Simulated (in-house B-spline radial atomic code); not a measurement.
Orbital energies and mean radii along the 15-electron series, configuration 1s2 2s2 2p6 3s2 3p1/2(2) 3p3/2(1). The effective charge is n√(-2ε), a non-relativistic measure. Computed with a B-spline radial code for spherical atoms: Dirac-Hartree-Fock, jj configuration that fills j = l - 1/2 first, finite nuclei.

| ion | Z | energy of 2p3/2 (Eh) | mean radius of 2p3/2 (bohr) | energy of 2p1/2 (Eh) | mean radius of 2p1/2 (bohr) | effective charge of 2p3/2 |
| --- | --- | --- | --- | --- | --- | --- |
| Mo27+ | 42 | -141.01 | 0.13326 | -145.24 | 0.12865 | 33.586 |
| Tc28+ | 43 | -149.57 | 0.12974 | -154.25 | 0.12504 | 34.591 |
| Ru29+ | 44 | ? | ? | ? | ? | ? |
| Rh30+ | 45 | -167.45 | 0.12321 | -173.15 | 0.11835 | 36.601 |
| Pd31+ | 46 | -176.78 | 0.12018 | -183.04 | 0.11524 | 37.606 |
| Ag32+ | 47 | -186.36 | 0.11729 | -193.23 | 0.11226 | 38.612 |
| Cd33+ | 48 | -196.19 | 0.11453 | -203.72 | 0.10942 | 39.617 |
| In34+ | 49 | ? | ? | ? | ? | ? |
| Sn35+ | 50 | -216.63 | 0.10939 | -225.61 | 0.1041 | 41.629 |
| Sb36+ | 51 | -227.23 | 0.10698 | -237.03 | 0.1016 | 42.636 |
| Te37+ | 52 | -238.09 | 0.10467 | -248.75 | 0.099196 | 43.643 |
| I38+ | 53 | -249.2 | 0.10245 | -260.79 | 0.09689 | 44.65 |
| Xe39+ | 54 | -260.57 | 0.10033 | -273.15 | 0.094671 | 45.657 |
| Cs40+ | 55 | ? | ? | ? | ? | ? |
| Ba41+ | 56 | -284.09 | 0.096322 | -298.85 | 0.090477 | 47.673 |
| La42+ | 57 | -296.24 | 0.094433 | -312.19 | 0.088491 | 48.681 |
| Ce43+ | 58 | -308.64 | 0.092613 | -325.86 | 0.086575 | 49.69 |
| Pr44+ | 59 | -321.3 | 0.09086 | -339.88 | 0.084724 | 50.699 |

Fill in the row of Ru29+.

energy of 2p3/2 (Eh): -158.38; mean radius of 2p3/2 (bohr): 0.12639; energy of 2p1/2 (Eh): -163.55; mean radius of 2p1/2 (bohr): 0.12162; effective charge of 2p3/2: 35.596.

Fill in the row of In34+.

energy of 2p3/2 (Eh): -206.28; mean radius of 2p3/2 (bohr): 0.1119; energy of 2p1/2 (Eh): -214.51; mean radius of 2p1/2 (bohr): 0.1067; effective charge of 2p3/2: 40.623.

Fill in the row of Cs40+.

energy of 2p3/2 (Eh): -272.2; mean radius of 2p3/2 (bohr): 0.098286; energy of 2p1/2 (Eh): -285.83; mean radius of 2p1/2 (bohr): 0.092535; effective charge of 2p3/2: 46.665.

How does the screening of 2p3/2 change?

Z less the effective charge goes from 8.41 at Z = 42 to 8.30 at Z = 59.
